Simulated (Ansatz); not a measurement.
WClO3, that is [WO3Cl]- with one electron fewer. The state is a doublet with charge 0. Geometry r2SCAN-D4/def2-SVPD, that of the charge -1 singlet; atoms count from 1.

```tsv
atom	x (Å)	y (Å)	z (Å)
W1	-0.011	-0.103	0.042
O2	1.541	-0.699	0.597
O3	-1.127	-0.089	1.393
O4	-0.627	-1.190	-1.187
Cl5	0.223	2.082	-0.845
```

In the def2 sets W takes a core potential; there is no spin–orbit coupling.

Estimate the Mulliken populations from the PBE0/def2-TZVPD orbitals of Ansatz.


```csv
atom,charge (e),spin (α − β),d electrons
W1,1.76,-0.29,3.41
O2,-0.39,0.55,–
O3,-0.39,0.55,–
O4,-0.49,0.18,–
Cl5,-0.49,0.00,–
```
Mulliken values and Mayer orders depend strongly on the basis. With diffuse functions, as here, like atoms can get unlike values, and bond orders can come out too low or too high.

Where does the spin sit?

Summed by element: W -0.29, O 1.29, Cl 0.00, of 1 unpaired in all. Largest on single atoms: O3 0.55, O2 0.55, W1 -0.29.

And the Mayer bond orders between bonded heavy atoms (over 0.3)?

W1–O2 1.55 (1.75 Å); W1–O3 1.54 (1.75 Å); W1–O4 1.79 (1.75 Å); W1–Cl5 0.79 (2.37 Å).
